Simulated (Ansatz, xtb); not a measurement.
## Isomers of C6H6GeO in order of energy

4 gas-phase structures of C6H6GeO, from a drawn sample of its isomers (lower ones may exist). Each was relaxed with GFN2-xTB:

A. `C#Cc1cc[c]([GeH3])o1`, a singlet
B. `CC#CC1=[CH][GeH2][C]1=O`, a singlet
C. `C#CC1=CC=[CH][GeH2][O]1`, a singlet
D. `C#[C][Ge@@H]1[CH2]C=C[C]1=O`, a singlet

**Question.** Estimate their order in r2SCAN-D4/def2-SVP energy at these geometries, lowest first.

**Answer.** Calculated order at r2SCAN-D4/def2-SVP: C (0.000), D (0.203), A (0.339), B (0.699) eV.

Energies above the lowest of each column, in eV; the last columns are at B3LYP/def2-SVP geometries (a dash: not run or not comparable):

| structure | GFN2-xTB | HF/STO-3G | r2SCAN-D4/def2-SVP | B3LYP/def2-SVP | CCSD(T)/def2-SVP + ΔMP2/def2-TZVPP |
| --- | --- | --- | --- | --- | --- |
| C | 0.154 | 0.506 | 0.000 | 0.000 | 0.000 |
| D | 1.353 | 0.111 | 0.203 | 0.258 | 0.028 |
| A | 0.000 | 0.000 | 0.339 | 0.326 | 0.474 |
| B | 1.410 | 1.412 | 0.699 | 0.699 | – |

CCSD(T)/def2-SVP + ΔMP2/def2-TZVPP puts C lowest of those it was run on, with D within 1 kcal/mol; GFN2-xTB picks A, HF/STO-3G picks A. Flexible structures stand in one conformer each, not always the lowest. Frequencies (GFN2-xTB) were run for A, C, D alone. The ΔMP2 step shifts differences by up to 0.242 eV, which makes them less sure. ΔMP2 is the change of the MP2 energy from the smaller to the larger basis.

Over these structures GFN2-xTB departs from r2SCAN-D4/def2-SVP by 0.512 eV on average once a common shift is removed. A GFN2-xTB relaxation took about 0.074 s and the r2SCAN-D4/def2-SVP energy about 2.2 s on a shared host (Ansatz 0.2.0, xtb 6.7.1).
